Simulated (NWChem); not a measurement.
System: SiHBr, singlet; SMILES [SiH]Br

Parts of the log:

```
             Northwest Computational Chemistry Package (NWChem) 7.3.0
             --------------------------------------------------------

 CS  symmetry detected

                             Geometry "geometry" -> ""
                             -------------------------

 Output coordinates in angstroms (scale by  1.889725989 to convert to a.u.)

  No.       Tag          Charge          X              Y              Z
 ---- ---------------- ---------- -------------- -------------- --------------
    1 Si                  14.0000     0.07178784    -1.58560158     0.00000000
    2 H                    1.0000    -1.47322948    -1.73655409     0.00000000
    3 Br                  35.0000     0.01337714     0.68385646     0.00000000

 Effective nuclear repulsion energy (a.u.)     125.5099222956

      Symmetry information
      --------------------

 Group name             Cs
 Group number              2
 Group order               2
 No. of unique centers     3

                                Z-matrix (autoz)
                                --------

 Units are Angstrom for bonds and degrees for angles

      Type          Name      I     J     K     L     M      Value
      ----------- --------  ----- ----- ----- ----- ----- ----------
    1 Stretch                  1     2                       1.55237
    2 Stretch                  1     3                       2.27021
    3 Bend                     2     1     3                94.10591

                           NWChem Geometry Optimization
                           ----------------------------

 maximum gradient threshold         (gmax) =   0.000450
 rms gradient threshold             (grms) =   0.000300
 maximum cartesian step threshold   (xmax) =   0.001800
 rms cartesian step threshold       (xrms) =   0.001200
 fixed trust radius                (trust) =   0.300000
 source of zmatrix                         =   autoz

          -------------------
          Energy Minimization
          -------------------

 Using diagonal initial Hessian
 Scaling for Hessian diagonals: bonds = 1.00  angles = 0.25  torsions = 0.10

          --------
          Step   0

                                 NWChem DFT Module
                                 -----------------

 Summary of "ao basis" -> "ao basis" (spherical)
 ------------------------------------------------------------------------------
       Tag                 Description            Shells   Functions and Types
 ---------------- ------------------------------  ------  ---------------------
 Si                         def2-svp                 8       18   4s3p1d
 H                          def2-svp                 3        5   2s1p
 Br                         def2-svp                12       32   5s4p3d

      Symmetry analysis of basis
      --------------------------

        a'         39
        a"         16

            General Information
            -------------------
          SCF calculation type: DFT
          Wavefunction type:  closed shell.
          No. of atoms     :     3
          No. of electrons :    50
           Alpha electrons :    25
            Beta electrons :    25
          Charge           :     0
          Spin multiplicity:     1
          Use of symmetry is: on ; symmetry adaption is: on
          Maximum number of iterations: 150
          AO basis - number of functions:    55
                     number of shells:    23
          Convergence on energy requested:  1.00D-06
          Convergence on density requested:  1.00D-05
          Convergence on gradient requested:  5.00D-04

              XC Information
              --------------
                        Slater Exchange Functional  1.000 local
                      VWN V Correlation Functional  1.000 local

             Grid Information
             ----------------
          Grid used for XC integration:  medium
          Radial quadrature: Mura-Knowles
          Angular quadrature: Lebedev.
          Tag              B.-S. Rad. Rad. Pts. Rad. Cut. Ang. Pts.
          ---              ---------- --------- --------- ---------
          Si                  1.10       88           8.0       590
          H                   0.35       45           8.0       434
          Br                  1.15      112           9.0       590
          Grid pruning is: on
          Number of quadrature shells:   245
          Spatial weights used:  Erf1

      Superposition of Atomic Density Guess
      -------------------------------------

 Sum of atomic energies:       -2861.32363187

      Non-variational initial energy
      ------------------------------

 Total energy =   -2861.462774
 1-e energy   =   -4233.211964
 2-e energy   =    1246.239268
 HOMO         =      -0.228511
 LUMO         =      -0.065350

      Symmetry analysis of molecular orbitals - initial
      -------------------------------------------------

  Numbering of irreducible representations:

     1 a'          2 a"

  Orbital symmetries:

     1 a'          2 a'          3 a'          4 a'          5 a'
     6 a"          7 a'          8 a'          9 a'         10 a"
    11 a'         12 a'         13 a'         14 a"         15 a'
    16 a'         17 a"         18 a'         19 a"         20 a'
    21 a'         22 a'         23 a"         24 a'         25 a'
    26 a"         27 a'         28 a'         29 a'         30 a'
    31 a'         32 a'         33 a"         34 a'         35 a"

[...]

      ----------------------
      Optimization converged
      ----------------------

  Step       Energy      Delta E   Gmax     Grms     Xrms     Xmax
  ---- ---------------- -------- -------- -------- -------- --------
@    3   -2859.11575691 -1.9D-07  0.00003  0.00002  0.00055  0.00120
                                     ok       ok       ok       ok

                                Z-matrix (autoz)
                                --------

 Units are Angstrom for bonds and degrees for angles

      Type          Name      I     J     K     L     M      Value     Gradient
      ----------- --------  ----- ----- ----- ----- ----- ---------- ----------
    1 Stretch                  1     2                       1.55349   -0.00003
    2 Stretch                  1     3                       2.24173    0.00001
    3 Bend                     2     1     3                93.64973   -0.00000

                         Geometry "geometry" -> "geometry"
                         ---------------------------------

 Output coordinates in angstroms (scale by  1.889725989 to convert to a.u.)

  No.       Tag          Charge          X              Y              Z
 ---- ---------------- ---------- -------------- -------------- --------------
    1 Si                  14.0000     0.07620265    -1.57718170     0.00000000
    2 H                    1.0000    -1.47027903    -1.72456595     0.00000000
    3 Br                  35.0000     0.00601187     0.66344844     0.00000000

 Effective nuclear repulsion energy (a.u.)     127.0342072054

      Symmetry information
      --------------------

 Group name             Cs
 Group number              2
 Group order               2
 No. of unique centers     3

                Final and change from initial internal coordinates
                --------------------------------------------------

                                Z-matrix (autoz)
                                --------

 Units are Angstrom for bonds and degrees for angles

      Type          Name      I     J     K     L     M      Value       Change
      ----------- --------  ----- ----- ----- ----- ----- ---------- ----------
    1 Stretch                  1     2                       1.55349    0.00111
    2 Stretch                  1     3                       2.24173   -0.02848
    3 Bend                     2     1     3                93.64973   -0.45618

[...]

 Rotational Constants
 --------------------
 A=   7.237486 cm-1  ( 10.412896 K)
 B=   0.157110 cm-1  (  0.226042 K)
 C=   0.153772 cm-1  (  0.221239 K)

 Temperature                      =   298.15K
 frequency scaling parameter      =   1.0000

 Zero-Point correction to Energy  =    4.433 kcal/mol  (  0.007064 au)
 Thermal correction to Energy     =    6.453 kcal/mol  (  0.010284 au)
 Thermal correction to Enthalpy   =    7.045 kcal/mol  (  0.011228 au)

 Total Entropy                    =   62.849 cal/mol-K
   - Translational                =   39.954 cal/mol-K (mol. weight = 108.9013)
   - Rotational                   =   21.740 cal/mol-K (symmetry #  =        1)
   - Vibrational                  =    1.155 cal/mol-K

 Cv (constant volume heat capacity) =    8.154 cal/mol-K
   - Translational                  =    2.979 cal/mol-K
   - Rotational                     =    2.979 cal/mol-K
   - Vibrational                    =    2.195 cal/mol-K

[normal modes left out]

 ----------------------------------------------------------------------------
 Normal Eigenvalue ||           Projected Infra Red Intensities
  Mode   [cm**-1]  || [atomic units] [(debye/angs)**2] [(KM/mol)] [arbitrary]
 ------ ---------- || -------------- ----------------- ---------- -----------
    1       -0.000 ||    0.000000           0.000         0.000       0.000
    2       -0.000 ||    0.000055           0.001         0.054       0.015
    3        0.000 ||    0.000016           0.000         0.015       0.004
    4        0.000 ||    0.001530           0.035         1.492       0.404
    5        0.000 ||    0.000046           0.001         0.044       0.012
    6        0.000 ||    0.000155           0.004         0.151       0.041
    7      420.226 ||    0.053460           1.233        52.116      14.109
    8      739.797 ||    0.040952           0.945        39.922      10.808
    9     1942.254 ||    0.244815           5.648       238.658      64.608
 ----------------------------------------------------------------------------
```

Level: LDA (Slater exchange, VWN5)/def2-SVP. Low-valent species are run as closed-shell singlets; no triplet was tried in these runs. This build's default masses of Se (78.918 u) and Br (79.917 u) are each other's, which moves their modes by up to 0.6 %.

Problem. Reconstruct the input file.

Solution. Several could match; the one computed here: the input that was run:
```
start job
memory heap 200 mb stack 900 mb global 1100 mb
geometry units angstroms
  Si     0.100618    -1.579925     0.000000
  H     -1.442655    -1.747775     0.000000
  Br     0.017377     0.688758     0.000000
end
basis spherical
  * library def2-svp
end
dft
  xc slater vwn_5
  iterations 150
end
driver
  maxiter 120
end
task dft optimize
task dft freq
```
